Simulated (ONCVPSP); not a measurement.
Cl (Z = 17) ONCV: all-electron and pseudo phase curves

chlorine, optimised norm-conserving Vanderbilt (ONCV), made with ONCVPSP 4.0.1 (PBE, fully relativistic). Core [Ne], reference 3s2 3p5. Waves: 3s: rc 1.20 bohr, ncon 4, nbas 9, qcut 6.2 1/bohr, 1 projector; 3p: rc 1.20 bohr, ncon 4, nbas 9, qcut 5.5 1/bohr, local. Local part: the p channel. Core correction: none.

Open shells are filled in proportion to 2j + 1.

The phase is arctan(r·R′/R) of the radial function R(r), unwrapped; energies in Ha, scanned from -2 to 5 Ha. A pole is an energy at which the radial function vanishes at the test radius. The pseudo phase is shifted by a multiple of π to meet the all-electron one at the reference energy, and phase errors are pseudo minus all-electron; the curves can meet again beyond the range given. Levels narrower than the energy grid can be missing from the lists of poles.

**Question.** For each channel, where are the poles, and over which energies does the pseudopotential scatter like the atom?

**Answer.**

```tsv
channel	radius (bohr)	reference energy (Ha)	poles, all-electron	poles, pseudo	unbroken range about the reference energy with phases within 0.05 rad	phase error 1 Ha above the reference energy (rad)
s	1.22	-0.76	4.69	4.05	below 4.9	-0.004
p3/2	1.22	-0.31	none	4.39	the whole range	-0.009
p1/2	1.22	-0.32	4.98	4.39	the whole range	-0.001
```

Phases in the p1/2 channel:

```tsv
E (Ha)	all-electron	pseudo
-1.98	0.672	0.660
-1.62	0.502	0.495
-1.26	0.278	0.277
-0.90	0.002	0.009
-0.54	-0.296	-0.285
-0.18	-0.570	-0.560
0.18	-0.790	-0.785
0.54	-0.958	-0.957
0.90	-1.084	-1.088
1.26	-1.180	-1.187
1.62	-1.254	-1.265
1.98	-1.314	-1.327
2.34	-1.363	-1.378
2.70	-1.403	-1.422
3.06	-1.438	-1.459
3.42	-1.468	-1.493
3.78	-1.496	-1.523
4.14	-1.520	-1.552
4.50	-1.543	-1.579
4.86	-1.564	-1.605
```
